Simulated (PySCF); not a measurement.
CH4ClGaO, SMILES [GaH]([Cl])[O]C. Coordinates come from a PBE0-D3(BJ)/def2-SVP optimisation. The structure was generated by enumeration; whether it is a known compound was not checked. The values are those of a single conformer.

Level of theory: PBE0-D3(BJ)/def2-SVP in PySCF.

Harmonic wavenumbers (cm⁻¹): 95, 99, 108, 239, 436, 456, 591, 648, 1157, 1179, 1213, 1466, 1475, 1482, 2042, 2996, 3081, 3103. Rotational constants (GHz): 12.80, 1.824, 1.613; symmetry number 1.

### Question
Work out the zero-point energy and the ideal-gas rigid-rotor harmonic-oscillator thermochemistry at 298.15 K and 1 atm.

### Answer
ZPE = ½ Σ hcν = ½ × 21866 cm⁻¹ = 31.26 kcal/mol. H − E(el) = 35.89 kcal/mol. Entropy in cal/(mol K): translation 40.66, rotation 26.55, vibration 14.77, total 81.98. G − E(el) = 11.45 kcal/mol. Cp = 21.20 cal/(mol K). Modes under 150 cm⁻¹ make the vibrational entropy uncertain.
